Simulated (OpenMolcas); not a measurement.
# Ar VI: effect of the basis set

```
Program             : OpenMolcas 26.06
Method              : SS-RASPT2, IPEA 0.25 Eh, imaginary shift 0.1 Eh (closed shells correlated: 2s 2p 3s)
Active space        : 1 electron in 9 orbitals (RAS2 3p; RAS3 3d 4s, at most 1 electron)
State averaging     : 2S+1 = 2 odd, 3 roots; 2S+1 = 2 even, 5 roots
Spin-orbit coupling : RASSI with atomic mean-field integrals over the reference wave functions, term energies averaged over their components
```

A. ANO-RCC-VQZP [6s5p3d2f1g], DKH2, point nucleus; CASPT2 step of the order of 2.9 core-seconds
B. ANO-R3 [6s5p4d2f1g], X2C, finite nucleus; CASPT2 step roughly 3 core-seconds
C. ANO-RCC [8s7p5d4f2g], DKH2, point nucleus; CASPT2 step about 10 core-seconds

Energies in cm-1 above 3s2 3p 2P* 1/2, the measured ground level; measured values from Saloman, J. Phys. Chem. Ref. Data 39, 033101 (2010).

```json
{"Level": "3s2 3p 2P* 1/2", "A": "0.0", "B": "0.0", "C": "0.0", "Measured": "0.0"}
{"Level": "3s2 3p 2P* 3/2", "A": "2060", "B": "2070", "C": "2080", "Measured": "2208"}
{"Level": "3s2 3d 2D 3/2", "A": "213860", "B": "197650", "C": "201040", "Measured": "218596"}
{"Level": "3s2 3d 2D 5/2", "A": "213920", "B": "197790", "C": "201150", "Measured": "218656"}
```

Deviations, from unrounded energies. A percentage is the sum of absolute deviations over the sum of measured energies, with the sign that they share, or ± where signs differ.

```tsv
Against measurement	Levels	A	B	C
mean absolute deviation (cm-1)	3	3200	14000	12000
fine structure of the ground term (%)	1	-6.9	-6.1	-5.7
other configurations (%)	2	-2.2	-9.6	-8.0
```

A lies closest to measurement on these levels and B furthest from it. The largest miss of A in the table is 3s2 3d 2D 3/2, by -4700 cm-1. The ranking rests on the paired levels alone, and a cruder setting can come out closer through cancelling errors.

Among A to C the level of the table that moves most is 3s2 3d 2D 3/2, by 16000 cm-1 (lowest in B, highest in A). Moves below CASPT2's spread within the term are not significant.

CASPT2 does not keep the components of a term degenerate, so their means are used; among the terms shown or strongly mixed into the levels shown the widest spread is 580 cm-1 (3s2 3d 2D, B). Over all roots computed the reference weight is 0.90 to 0.98 in A, 0.91 to 0.97 in B, 0.91 to 0.97 in C; the roots of lowest weight are the least certain, and an intruder state may touch them. ANO sets are built for valence states and can reach diffuse excited orbitals poorly, and with the s shell closed the s pⁿ⁺¹ terms that mix with these levels are absent. With one active electron, CASPT2 adds the correlation within the correlated inactive shells and between them and that electron, and leaves the splitting within a term as the reference gives it. Computed and measured levels are paired by configuration, term and J; levels that our copy of the source lacks, or whose pairing is in doubt (as where it misses far off the trend of its configuration), stay unpaired and out of the deviations. Levels of configurations outside the active space are missing.

* marks odd parity.
